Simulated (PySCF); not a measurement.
# Ionisation energy of Os⁴²⁺ by level of theory

Os⁴²⁺ [Ar] 3d10 4s2 4p4 [4p1/2^2 4p3/2^2, M_J = 2] → Os⁴³⁺ [Ar] 3d10 4s2 4p3 [4p1/2^2 4p3/2^1, M_J = 3/2], as a difference of total energies. Computed with PySCF 2.14 in an uncontracted even-tempered set (16 s from 5.3 bohr⁻², ratio 2.8; 13 p from 6.9 bohr⁻², ratio 2.8; 8 d from 12 bohr⁻², ratio 2.8; 4 f from 32 bohr⁻², ratio 3), with the two-component X2C-1e Hamiltonian. Correlated levels: [Ne] frozen; the 72 highest virtual spinors dropped. "Screened" scales the spin-orbit matrix elements by Boettger's factors to mimic the two-electron term; Breit and QED terms are absent.

```
                    method  ionisation energy (eV)
           GHF (spin-free)                  2130.1
          GMP2 (spin-free)                  2131.6
 GHF (screened spin-orbit)                  2106.4
GMP2 (screened spin-orbit)                  2107.3
```

Breit and QED terms and the two-electron picture change are absent.

The spin-free rows relax to the high-spin LS determinant and lack the spin-orbit shift.

The labels give the starting determinants; with spin-orbit coupling the two ends relaxed to ⟨J²⟩ = 6.00, ⟨L²⟩ = 3.29, ⟨S²⟩ = 1.46 and ⟨J²⟩ = 3.75, ⟨L²⟩ = 2.57, ⟨S²⟩ = 1.55.

For comparison: 2112 ± 4 eV (theoretical estimate listed by NIST; NIST Atomic Spectra Database, ionization energies).
